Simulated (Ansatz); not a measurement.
Stepwise reaction of `FB[SiH2][SiH3]` with hydrogen, as a gas-phase model of exchange steps in deposition or etching. ΔE in kJ/mol; ΔG adds harmonic PBE0-D4 terms to CCSD(T)/CBS, at 1 bar.

Gas-phase electronic energies from Ansatz, PBE0-D4/def2-TZVP geometries. CCSD(T)/CBS is the MP2 limit (def2-TZVPP, def2-QZVPP) plus CCSD(T) − MP2 in def2-TZVPP, frozen cores. This one scheme is used for every species. DFT in def2-TZVPP. B3LYP here is the variant with VWN-RPA as its local correlation; programs differ in this. One conformer a species, not always the lowest.

```tsv
step	reaction	PBE-D4	B3LYP-D4	ωB97M-V	CCSD(T)/CBS	ΔG(500 K)
2	`FB[SiH3]` + H₂ → `BF` + SiH₄	-34.0	-48.2	-50.1	-47.8	-38.1
```

(1) Give the row of step 1, `FB[SiH2][SiH3]` + H₂ → `FB[SiH3]` + SiH₄. (An estimate is asked.)

(2) By hand: ΔE of the 2 steps together at CCSD(T)/CBS.

Results:

(1) Ansatz gave: 
```tsv
step	reaction	PBE-D4	B3LYP-D4	ωB97M-V	CCSD(T)/CBS	ΔG(500 K)
1	`FB[SiH2][SiH3]` + H₂ → `FB[SiH3]` + SiH₄	3.5	-12.9	-16.8	-11.7	-12.9
```

(2) (-11.7) + (-47.8) = -59.5 kJ/mol, or -29.8 kJ/mol a step.

In ΔE each step is lower than the one before. All are downhill at CCSD(T)/CBS. ΔG lies between -38.1 and -12.9 kJ/mol a step. PBE-D4 differs from CCSD(T)/CBS by 13.8 to 15.2 kJ/mol a step. Isolated molecules leave out the surface, adducts and barriers. Largest T1 diagnostic: 0.015.
